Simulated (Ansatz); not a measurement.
Mulliken charges of C2H4BBrSn (`BrC1=C[B]1[SnH3]`) from ωB97M-V/def2-TZVPP in Ansatz (PBE0-D4/def2-TZVP geometry).

```tsv
atom	x (Å)	y (Å)	z (Å)	charge (e)
Br1	0.995	1.694	-2.933	0.035
C2	0.903	0.565	-1.475	0.004
C3	1.602	-0.406	-0.882	-0.091
B4	0.311	-0.020	-0.262	-0.169
Sn5	-1.245	-0.198	1.301	0.329
H6	2.520	-0.967	-0.978	0.166
H7	-2.793	0.164	0.682	-0.091
H8	-1.289	-1.773	1.959	-0.094
H9	-0.915	0.894	2.571	-0.089
```

By hand: the dipole of these point charges (1 e Å = 4.8032 D).

Σ q r = (0.306, -0.052, -0.193) e Å, of length 0.365 e Å = 1.75 D.

How does the dipole of the full density compare? (Best estimate.)

Computed: (0.240, -0.121, -0.061) e Å, 1.32 D; the point charges give 1.33 times that, at 25° from its direction.

Point charges leave out the atoms' own dipoles, such as those of lone pairs, and Mulliken's split depends on the basis, so the two needn't agree.
